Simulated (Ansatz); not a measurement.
TiF4, SMILES [F][Ti]([F])([F])[F], multiplicity 1.

Geometry: B3LYP-D3(BJ)/def2-SVP. The spin state was assumed, not searched. The isomer is the one that the SMILES or the coordinates give; other isomers of the formula were not compared.

Two levels are set side by side: PBE/def2-SVPD (Ansatz, a first-principles code) and CAM-B3LYP/def2-SVPD (Ansatz). Energy differences of separate SCF runs at the same geometry; the states with an electron removed or added have multiplicity 2 and 2. Differences are taken from unrounded values.

```tsv
quantity	PBE
vertical ionisation energy (eV)	14.13
vertical electron affinity (eV)	0.16
vertical singlet–triplet gap (eV)	6.85
```

These are the PBE values. What does CAM-B3LYP give? (Estimate from the structure and the level; the computed values follow.)


```csv
quantity,CAM-B3LYP,PBE minus CAM-B3LYP
vertical ionisation energy (eV),15.53,-1.40
vertical electron affinity (eV),1.08,-0.92
vertical singlet–triplet gap (eV),7.20,-0.35
```
